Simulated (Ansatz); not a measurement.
Consider the substitution at a C–Si bond: `CO[SiH](C)[SeH]` + `CNC=N` → `C/N=C/NC` + `CO[SiH2][SeH]`.

Program: Ansatz. Geometries: PBE0-D4/def2-TZVP. ΔE: electronic, gas phase. CCSD(T)/CBS is the MP2 limit (def2-TZVPP, def2-QZVPP) plus CCSD(T) − MP2 in def2-TZVPP, frozen cores. Functionals use def2-TZVPP. B3LYP here is the variant with VWN-RPA as its local correlation; programs differ in this. For Se outer-core shells are correlated without core-valence functions, which leaves a few kJ/mol of doubt a bond. Scalar relativity is left out up to krypton. One conformer a species, not always the lowest.

| level | ΔE (kJ/mol) | difference from CCSD(T)/CBS |
| --- | --- | --- |
| PBE-D4 | 74.6 | -2.9 |
| r2SCAN-D4 | 78.5 | 1.0 |
| PBE0-D4 | 75.8 | -1.7 |
| B3LYP-D4 | 73.4 | -4.1 |
| ωB97X-V | 72.9 | -4.6 |
| ωB97M-V | 77.8 | 0.3 |
| B2PLYP | 71.5 | -6.0 |
| PBE | 71.3 | -6.2 |
| r2SCAN | 77.8 | 0.3 |
| PBE0 | 72.9 | -4.6 |
| B3LYP | 67.9 | -9.6 |
| HF/def2-TZVPP | 64.8 | -12.7 |
| MP2/def2-TZVPP | 77.0 | -0.5 |
| SCS-MP2/def2-TZVPP | 71.4 | -6.1 |
| CCSD/def2-TZVPP | 73.7 | -3.8 |
| CCSD(T)/def2-TZVPP | 74.6 | -2.9 |
| HF/def2-QZVPP | 64.5 | -13.0 |
| MP2/def2-QZVPP | 78.6 | 1.1 |
| SCS-MP2/def2-QZVPP | 73.1 | -4.4 |
| HF/CBS(def2) | 64.5 | -13.0 |
| MP2/CBS(def2) | 79.9 | 2.4 |
| CCSD/CBS(def2) | 76.7 | -0.8 |
| CCSD(T)/CBS | 77.5 | 0 |

Largest T1 diagnostic among the species: 0.013.

The D4 term adds +5.5 kJ/mol with B3LYP and +3.0 kJ/mol with PBE0; it sums over pairs of atoms, weighted by their polarisabilities, and B3LYP, whose exchange is more repulsive, gets the larger term. In def2-TZVPP, CCSD(T) changes the Hartree–Fock value by +9.8 kJ/mol (the triples alone add +0.8 kJ/mol) and MP2 by +12.2 kJ/mol.
